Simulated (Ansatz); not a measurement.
C3H5ClSi can be A, `ClCC1=C[SiH2]1`, or B, `C#C[SiH](C)Cl`.

Computed with Ansatz on PBE0-D4/def2-TZVP structures; ΔE is electronic, products minus reactants. CBS: MP2 limit from def2 TZ/QZ plus the TZ coupled-cluster correction, frozen cores. DFT in def2-TZVPP. B3LYP here is the variant with VWN-RPA as its local correlation; programs differ in this. One conformer a species, not always the lowest.

Which is lower in electronic energy at CCSD(T)/CBS, and by how much? (Best estimate.)

Ansatz gave: B, by 233.1 kJ/mol.

Give E(B) − E(A) in kJ/mol with B3LYP, B3LYP-D4, PBE0-D4, CCSD/def2-TZVPP, BLYP-D4, PBE-D4, MP2/def2-TZVPP. (Estimate.)

Ansatz gave: B3LYP -226.5, B3LYP-D4 -225.8, PBE0-D4 -202.8, CCSD/def2-TZVPP -234.1, BLYP-D4 -224.4, PBE-D4 -199.1, MP2/def2-TZVPP -238.8. None reverses the order clearly.

Does the order hold for the free energy at 298.15 K (harmonic terms from PBE0-D4)? (An estimate is asked.)

Ansatz gave: Yes: G(B) − G(A) = -234.6 kJ/mol, for one conformer each. Modes under 60 cm⁻¹, often nearly free rotors, make the harmonic entropy too high.

Largest T1 diagnostic: 0.012.

Leaving LDA and LC-ωPBE aside and taking each functional with its dispersion term where it has one, the values, not all of them listed here, spread over 35.3 kJ/mol, from B2PLYP to PBE-D4. LDA lies +20.6 kJ/mol from PBE without D4. From PBE to PBE0 (25 % exact exchange), in def2-TZVPP and without D4, E(B) − E(A) moves by −3.6 kJ/mol.
